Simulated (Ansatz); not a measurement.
Basis-set series for ClH2OSSi, SMILES `O[SiH]([S])Cl` radical. Charge 0, multiplicity 2. Geometry: relaxed with PBE0-D4/def2-TZVP. It is one conformer, not always the lowest.

```json
{"functional": "PBE0-D4", "basis": "def2-TZVPP", "functions": "185", "energy (Eh)": "-1223.98976", "HOMO (eV)": "-7.79", "LUMO (eV)": "-4.85"}
{"functional": "PBE0-D4", "basis": "def2-QZVPP", "functions": "327", "energy (Eh)": "-1224.02984", "HOMO (eV)": "-7.83", "LUMO (eV)": "-4.88"}
{"functional": "ωB97M-V", "basis": "def2-TZVPP", "functions": "185", "energy (Eh)": "-1224.39224", "HOMO (eV)": "-10.00", "LUMO (eV)": "-2.85"}
{"functional": "ωB97M-V", "basis": "def2-QZVPP", "functions": "327", "energy (Eh)": "-1224.43009", "HOMO (eV)": "-10.05", "LUMO (eV)": "-2.91"}
```

**Question.** Give the rows for def2-SVP. (An estimate is asked.)

**Answer.** Ansatz gave: 
| functional | basis | functions | energy (Eh) | HOMO (eV) | LUMO (eV) |
| --- | --- | --- | --- | --- | --- |
| PBE0-D4 | def2-SVP | 78 | -1223.48649 | -7.63 | -4.77 |
| ωB97M-V | def2-SVP | 78 | -1223.89004 | -9.81 | -2.68 |

HOMO and LUMO are taken over both spins.
